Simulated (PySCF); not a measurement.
Deprotonation sites of temed

Molecule: temed, `CN(C)CCN(C)C` (C6H16N2). Non-hydrogen atoms are numbered in `[CH3:1][N:2]([CH3:3])[CH2:4][CH2:5][N:6]([CH3:7])[CH3:8]`.

Computed at M06-2X/ma-def2-SVP // PBE0-D3(BJ)/ma-def2-SVP with PySCF (density fitting, grid level 3). Zero-point and thermal terms (298.15 K, 1 bar) come from unscaled GFN2-xTB harmonic frequencies, with soft modes damped to free rotors in the entropy. These were taken at the GFN2-xTB minima.

| site | product | ΔH(acid) / kJ/mol | ΔG(acid) / kJ/mol |
| --- | --- | --- | --- |
| C4 (methylene carbon) | `CN(C)[CH-]CN(C)C` | 1677 | 1644 |

ΔH and ΔG refer to AH → A⁻ + H⁺ in the gas phase. Sites whose products fell apart, merged with another or lost in a GFN2-xTB screen aren't listed.

In acetone the product from C4 is solvated 212 kJ/mol more strongly than the parent (electrostatics only).

In water the product from C4 is solvated 223 kJ/mol more strongly than the parent (electrostatics only).

Vertical detachment energies of the anions: `CN(C)[CH-]CN(C)C` 0.29 eV.

Known limits: ma-def2-SVP is a small basis, whose errors can reach tens of kJ/mol; C1 is not listed: the run failed or kept an imaginary mode, or the ion rearranged or equalled another.

Run with `OMP_NUM_THREADS=1 python redox_run.py task.json out` on 1 thread of Arm Neoverse V1, a shared host. Structures, frequencies and single points: 12 min of wall time.
